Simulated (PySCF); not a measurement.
## Stretching BeGa⁺

Set-up: basis Be cc-pVDZ, Ga cc-pVDZ-PP with ECP10; scalar-relativistic core potentials; PySCF 2.14. Energies in eV from Be + Ga⁺ in their ground configurations at the same level. State: ¹Σ⁺ (singlet), closed shell.

All columns are PBE0. A positive dipole points towards Ga; it is taken about the centre of mass and depends on that origin.

```json
{"R (Å)": "2.436", "E (eV)": "-0.539", "μ (D)": "-4.09", "Mulliken charge on Be (basis-dependent)": "0.38", "HOMO (eV)": "-12.01", "LUMO (eV)": "-7.96", "Mayer bond order": "0.79", "⟨S²⟩": "0.00"}
{"R (Å)": "2.550", "E (eV)": "-0.643", "μ (D)": "-4.03", "Mulliken charge on Be (basis-dependent)": "0.36", "HOMO (eV)": "-12.00", "LUMO (eV)": "-7.81", "Mayer bond order": "0.73", "⟨S²⟩": "0.00"}
{"R (Å)": "2.663", "E (eV)": "-0.700", "μ (D)": "-3.93", "Mulliken charge on Be (basis-dependent)": "0.34", "HOMO (eV)": "-11.96", "LUMO (eV)": "-7.74", "Mayer bond order": "0.67", "⟨S²⟩": "0.00"}
{"R (Å)": "2.748", "E (eV)": "-0.720", "μ (D)": "-3.85", "Mulliken charge on Be (basis-dependent)": "0.32", "HOMO (eV)": "-11.91", "LUMO (eV)": "-7.70", "Mayer bond order": "0.63", "⟨S²⟩": "0.00"}
{"R (Å)": "2.833", "E (eV)": "-0.725", "μ (D)": "-3.74", "Mulliken charge on Be (basis-dependent)": "0.30", "HOMO (eV)": "-11.86", "LUMO (eV)": "-7.65", "Mayer bond order": "0.59", "⟨S²⟩": "0.00"}
{"R (Å)": "2.918", "E (eV)": "-0.718", "μ (D)": "-3.63", "Mulliken charge on Be (basis-dependent)": "0.29", "HOMO (eV)": "-11.80", "LUMO (eV)": "-7.61", "Mayer bond order": "0.56", "⟨S²⟩": "0.00"}
{"R (Å)": "3.031", "E (eV)": "-0.697", "μ (D)": "-3.46", "Mulliken charge on Be (basis-dependent)": "0.27", "HOMO (eV)": "-11.70", "LUMO (eV)": "-7.57", "Mayer bond order": "0.51", "⟨S²⟩": "0.00"}
{"R (Å)": "3.173", "E (eV)": "-0.656", "μ (D)": "-3.22", "Mulliken charge on Be (basis-dependent)": "0.25", "HOMO (eV)": "-11.56", "LUMO (eV)": "-7.52", "Mayer bond order": "0.47", "⟨S²⟩": "0.00"}
{"R (Å)": "3.343", "E (eV)": "-0.596", "μ (D)": "-2.91", "Mulliken charge on Be (basis-dependent)": "0.22", "HOMO (eV)": "-11.38", "LUMO (eV)": "-7.48", "Mayer bond order": "0.42", "⟨S²⟩": "0.00"}
{"R (Å)": "3.570", "E (eV)": "-0.509", "μ (D)": "-2.48", "Mulliken charge on Be (basis-dependent)": "0.19", "HOMO (eV)": "-11.12", "LUMO (eV)": "-7.46", "Mayer bond order": "0.36", "⟨S²⟩": "0.00"}
```

A fit through these points gives, at Re = 2.825 Å, μ = -3.75 D and dμ/dR = 1.28 D/Å; the reduced mass is 7.97 u.

Task: How strong is the fundamental in the double-harmonic approximation, I = 42.26·(dμ/dR)²/μred km/mol?

Result: I = 42.26·(1.28)²/7.97 = 8.69 km/mol at PBE0.

Closed-shell solutions of metal pairs were not tested for spin polarisation, which can lower them a little. For an ion De counts to the pair picked by the measured ionisation energies or electron affinities, which need not be the lowest pair at this level.
